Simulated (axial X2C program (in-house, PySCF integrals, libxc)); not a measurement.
Ge₂⁻: bond constants with and without spin–orbit coupling

Calculated with an in-house relativistic program for diatomic molecules. Spin-free means the one-electron spin-free X2C Hamiltonian; two-component (2c) means X2C with spin–orbit coupling and atomic mean-field two-electron Coulomb and Gaunt terms, so the difference of the two also holds small scalar two-electron terms. Basis: Ge dyall-acv3z [10s10p8d5f1g] (cores contracted in-house); Gaussian nuclei, density fitting, unrestricted open shells. Masses: Ge 73.921 u.

Input:
```json
{"zs": [32, 32], "q": -1, "bas": ["dyall-acv3z", "dyall-acv3z"], "levels": ["PBE0", "HF", "LDA"], "cc": true, "r0": 2.42, "thr": -1.0, "nmax": 90, "npts": 10, "nst": 2, "ntry": 6}
```
```bash
python so2c.py task.json out
```

Keys: zs atomic numbers; q charge; bas basis sets; levels methods; cc coupled cluster on or off; r0 starting distance in Å; thr threshold in hartree for freezing inner shells (an s shell follows its p shell); nmax most natural virtual spinors; npts points on the curve; nst determinants followed; ntry starts of the search. HF also brings MP2.

State, spin-free: M_S = 1/2, Λ = 1 (beyond evenly filled blocks: π+α, π+β, π-α); electrons by block: σα: 15, σβ: 15, π+α: 7, π+β: 7, π-α: 7, π-β: 6, δ+α: 2, δ+β: 2, δ-α: 2, δ-β: 2. Fragments: Ge- + Ge.

State, 2c: Ω = 3/2 (⟨Sz⟩ = 0.50, ⟨Lz⟩ = 1.00 at PBE0); electrons by block: 1/2: 22, -1/2: 22, 3/2: 9, -3/2: 8, 5/2: 2, -5/2: 2. Fragments: Ge- + Ge.

```tsv
Hamiltonian	level	Re (Å)	ωe (cm⁻¹)	ωexe (cm⁻¹)	Be (cm⁻¹)	De (eV)	D0 (eV)	k (mdyn/Å)
spin-free	PBE0	2.287	318.3	0.647	0.08719	3.32	3.30	2.21
spin-free	HF	2.270	345.1	0.587	0.08853	1.25	1.22	2.59
spin-free	MP2	2.332	295.5	0.836	0.0839	3.29	3.27	1.9
spin-free	CCSD	2.312	313.4	0.667	0.08529	3.08	3.06	2.14
spin-free	CCSD(T)	2.332	299.4	0.722	0.08389	3.33	3.31	1.95
spin-free	LDA	2.280	309.1	0.689	0.08775	4.33	4.31	2.08
2c	PBE0	2.287	317.9	0.649	0.08723	n/a	n/a	2.2
2c	LDA	2.279	308.7	0.691	0.08781	n/a	n/a	2.08
```

Correlated methods: 9 electrons correlated (number of frozen shells: Ge 3 s, 2 p, 1 d), 335 virtual spin orbitals or spinors in MP2, 90 natural virtuals in coupled cluster.

The state is a single determinant with fixed occupations, the lowest that a limited PBE0 search found. Dissociation energies refer to the lowest single-determinant-based atoms at the same level and basis. De is not given where an atomic determinant may have missed its ground term or J level, or where the truncated virtual space spoils (T). Density functionals use the spin component along the axis (collinear). Coupled cluster ran in a truncated set of natural virtual spinors; the MP2 energy of the rest was added. (T) has no such correction and the atoms are truncated less, which lowers De at CCSD(T) by a hundredth of an eV or more. Other states lie close and PBE0, whose exact exchange favours high spin, may order them wrongly; the determinant shown need not be the ground state. The nearest other spin-free determinant of the search, M_S = 1/2, Λ = 0, lies 0.12 eV up at the distance of the search. Without a current term, density functionals place determinants with orbital angular momentum somewhat too high. At some level and bond length an empty orbital lies below a filled one. The highest occupied level of some functionals is positive through self-interaction error; at Hartree–Fock it is bound. With the outer-core shells frozen, correlated bond lengths of heavy atoms tend to come out a few hundredths of an ångström too long. Hartree–Fock gets electron affinities wrong, so its lowest charge split need not be the true one.

No reliable constants came from CCSD (2c), CCSD(T) (2c), HF (2c), MP2 (2c): no minimum in range, unconverged points, a curve that is not smooth, a change of character along it, or the two Hamiltonians disagreeing along it.

Rough cost a point (2c) on 1 thread(s) of a shared host, integrals apart: PBE0 1.6 s, LDA 0.6 s.

The whole task took 4.8 min on 1 thread of Intel(R) Xeon(R) Platinum 8259CL CPU @ 2.50GHz (Skylake/Cascade Lake) (shared host).
